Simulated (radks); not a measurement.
Task: Isoelectronic series with 33 electrons, each ion in its NIST ground configuration. Calculated with a radial shooting solver on a logarithmic mesh with Libxc functionals: scalar-relativistic Kohn-Sham, PBEsol, spin-polarised, spherical densities, point nucleus; open shells are filled with parallel spins first (spin-orbit coupling, left out, can overturn this in heavy ions). Total energies (hartree) and mean radii <r> (bohr):

ion        configuration  E (hartree)   4p up  4s down   4s up  3d down
As     [Ar] 3d10 4s2 4p3  -2259.26898   2.505    1.932   1.942   0.6762
Se+    [Ar] 3d10 4s2 4p3  -2427.97952   2.096    1.739   1.745   0.6281
Kr3+   [Ar] 3d10 4s2 4p3  -2785.76391   1.653    1.462   1.464   0.5522
Rb4+   [Ar] 3d10 4s2 4p3  -2974.84232   1.509    1.358   1.360   0.5215
Sr5+   [Ar] 3d10 4s2 4p3  -3170.72791   1.393    1.270   1.271   0.4944
Zr7+   [Ar] 3d10 4s2 4p3  -3582.99660   1.215    1.128   1.129   0.4484
Nb8+   [Ar] 3d10 4s2 4p3  -3799.42520   1.143    1.069   1.070   0.4287
Mo9+   [Ar] 3d10 4s2 4p3  -4022.75099   1.081    1.017   1.017   0.4107
Tc10+  [Ar] 3d10 4s2 4p3  -4253.00225   1.026   0.9697  0.9700   0.3943
Ru11+  [Ar] 3d10 4s2 4p3  -4490.20912  0.9765   0.9269  0.9272   0.3792
Rh12+  [Ar] 3d10 4s2 4p3  -4734.40342  0.9321   0.8880  0.8882   0.3652
Pd13+  [Ar] 3d10 4s2 4p3  -4985.61863  0.8917   0.8523  0.8524   0.3523
Ag14+  [Ar] 3d10 4s2 4p3  -5243.88980  0.8550   0.8194  0.8196   0.3403
Cd15+  [Ar] 3d10 4s2 4p3  -5509.25355  0.8213   0.7891  0.7892   0.3291
In16+  [Ar] 3d10 4s2 4p3  -5781.74805  0.7903   0.7610  0.7611   0.3187
Sn17+  [Ar] 3d10 4s2 4p3  -6061.41301  0.7616   0.7348  0.7349   0.3089
Sb18+  [Ar] 3d10 4s2 4p3  -6348.28971  0.7350   0.7104  0.7104   0.2997
Te19+  [Ar] 3d10 4s2 4p3  -6642.42100  0.7103   0.6875  0.6876   0.2910
I20+   [Ar] 3d10 4s2 4p3  -6943.85135  0.6872   0.6661  0.6662   0.2829
Xe21+  [Ar] 3d10 4s2 4p3  -7252.62683  0.6656   0.6460  0.6460   0.2751
Cs22+  [Ar] 3d10 4s2 4p3   -7568.7952  0.6454   0.6270  0.6270   0.2678
Ba23+  [Ar] 3d10 4s2 4p3   -7892.4059  0.6263   0.6090  0.6091   0.2609

Estimate the row of Br2+ ([Ar] 3d10 4s2 4p3).

Result: E (hartree) -2603.47883; 4p up 1.839; 4s down 1.586; 4s up 1.589; 3d down 0.5873.
